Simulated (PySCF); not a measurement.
C7H7IrO4, SMILES CC1=CC(C)=[O]->[Ir](<-[C-]#[O+])(<-[C-]#[O+])[O]1, multiplicity 1.

Coordinates come from a PBE0-D3(BJ)/def2-SVP optimisation. The multiplicity is an assumed one; other spin states were not compared. The isomer is the one that the SMILES or the coordinates give; other isomers of the formula were not compared. The def2 effective core potentials stand for the cores of Ir; spin–orbit coupling is left out. One conformer was computed; it need not be the lowest.

These are PySCF with PBE/def2-SVP values and carry that method's errors.

The molecule is in vacuum.

```json
{
  "total_energy": "-675.33245 hartree",
  "point_group": "Cs",
  "highest_occupied_level": "-5.49 eV",
  "lowest_empty_level": "-2.43 eV",
  "orbital_gap": "3.06 eV",
  "dipole_moment": "3.87 D",
  "quadrupole, principal values (traceless, Buckingham form, about the centre of nuclear charge)": "-6.32, -1.12, 7.45 D·Å",
  "mean_static_polarisability": "131.0 bohr³ (19.42 Å³)",
  "polarisability_principal_values": "73.6, 148.2, 171.4 bohr³"
}
```
